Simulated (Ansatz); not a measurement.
Reaction (substitution at a C–C bond): `CCC(C)Br` + `[NH2][SnH]([F])[Cl]` → `C[NH][SnH]([F])[Cl]` + `CCCBr`

Isolated molecules relaxed with PBE0-D4/def2-TZVP in Ansatz; ΔE leaves out vibrations. CCSD(T)/CBS adds triple-zeta CCSD(T) − MP2 to the extrapolated MP2 energy (def2 sets, frozen cores). Functionals use def2-TZVPP. B3LYP here is the variant with VWN-RPA as its local correlation; programs differ in this. def2 core potentials past Kr. For Br, Sn outer-core shells are correlated without core-valence functions, which leaves a few kJ/mol of doubt a bond. Scalar relativity is left out up to krypton. Each species was taken in one conformer, which may not be the lowest.

```
             level  ΔE (kJ/mol)
            PBE-D4         49.9
               PBE         48.6
            r2SCAN         52.9
              PBE0         50.3
             B3LYP         46.0
SCS-MP2/def2-TZVPP         53.3
SCS-MP2/def2-QZVPP         53.4
      HF/CBS(def2)         44.5
```

Question: What does CCSD(T)/CBS give? (Best estimate.)

Answer: The calculation gave: +54.1 kJ/mol. The listed levels differ from it by -4.2, -5.5, -1.2, -3.8, -8.1, -0.8, -0.7, -9.6 kJ/mol.

Largest T1 diagnostic among the species: 0.013.

In def2-TZVPP, CCSD(T) changes the Hartree–Fock value by +8.4 kJ/mol (the triples alone add +1.2 kJ/mol) and MP2 by +12.6 kJ/mol.
